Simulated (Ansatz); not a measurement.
Abridged output of a molecular run in Ansatz:

```
Functional definition: HF
989 factors; integrals over basis functions are off by at most 1.2e-3 eV
mean field evaluation 1: about -25298.8336 eV, gradient 3.1e1 eV
mean field evaluation 2: about -25298.8389 eV, gradient 3.1e1 eV
mean field evaluation 4: about -25301.5294 eV, gradient 3.5e0 eV
mean field evaluation 8: about -25301.5837 eV, gradient 1.6e-4 eV
mean field -25301.58372016 eV, -929.8160516865 hartree, gradient 2.7e-6 eV, S^2 0.000000; 0 other end points of the search recorded, 0 dependent functions left out
16 core orbitals not correlated: weight in the atoms' cores, before any rotation towards them, 1.000 or more for the frozen orbitals, at most 0.000 for the correlated occupied ones
reference -25301.58372016 eV, -929.8160516865 hartree; 12, 12 occupied and 75, 75 virtual orbitals, 989 factors
second order -12.41174401 eV of doubles, -0.00000000 eV of singles
cycle   1  -13.51631923 eV  change    -1.1e0 eV  update   1.0e-1
cycle   2  -14.02731983 eV  change   -5.1e-1 eV  update   3.2e-2
cycle   3  -14.11376990 eV  change   -8.6e-2 eV  update   1.5e-2
cycle   4  -14.10823481 eV  change    5.5e-3 eV  update   4.6e-3
cycle   5  -14.10786622 eV  change    3.7e-4 eV  update   1.9e-3
cycle   6  -14.10761371 eV  change    2.5e-4 eV  update   6.5e-4
cycle   7  -14.10751826 eV  change    9.5e-5 eV  update   2.1e-4
cycle   8  -14.10758384 eV  change   -6.6e-5 eV  update   7.1e-5
cycle   9  -14.10759540 eV  change   -1.2e-5 eV  update   2.0e-5
perturbative correction -0.39691822 eV, -0.0145864756 hartree
Total energy: -25316.08823378 eV, -930.3490827306 hartree
```

Its atoms:

```xyz
11

Al    0.4305   -2.1415   -1.3629
N     0.3048   -0.9619   -0.0275
P    -1.1098   -0.0679    0.3540
Si   -0.2700    2.0122    0.6002
H    -0.8524   -2.4144   -2.2396
H     1.8447   -2.8236   -1.5606
H     1.1195   -0.7707    0.5417
H    -1.2221   -0.2838    1.7606
H     1.0027    1.9990    1.3783
H     0.0154    2.5810   -0.7438
H    -1.2633    2.8715    1.2996
```

Task: Which basis set was used?
A. cc-pV(Q+d)Z
B. def2-SVP
C. def2-TZVPP
D. cc-pV(T+d)Z

Result: B. It gives 103 functions.

Task: Write the keys of the input that set method, charge and spin (a neutral closed shell needs none for the last two).

Result: 
```yaml
correlation: {method: ccsd_t}
```
